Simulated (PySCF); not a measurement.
AlOCl, SMILES [O]=[Al][Cl]. Atoms are numbered in the order given.

```xyz
3

Al     0.0000     0.0000    -0.5886
O      0.0000     0.0000    -2.1853
Cl     0.0000     0.0000     1.4785
```

The structure is a stationary point at B3LYP-D3(BJ)/def2-TZVP.

Method: PySCF with PBE0/pcSseg-2.

GIAO shieldings, no solvent; atoms alike by connectivity are averaged. δ = σ(ref) − σ: ¹⁷O against H2O (σ = 327.8 ppm); ³⁵Cl against HCl (σ = 943.3 ppm), references at their B3LYP-D3(BJ)/def2-TZVP geometries, non-relativistic (without spin–orbit terms, shifts of atoms bonded to Cl or Br come out too high).

Computed chemical shifts:
```json
[
 {"nucleus": "¹⁷O", "atoms": "O2", "count": "1", "δ (ppm)": "192.1"},
 {"nucleus": "³⁵Cl", "atoms": "Cl3", "count": "1", "δ (ppm)": "-30.6"}
]
```
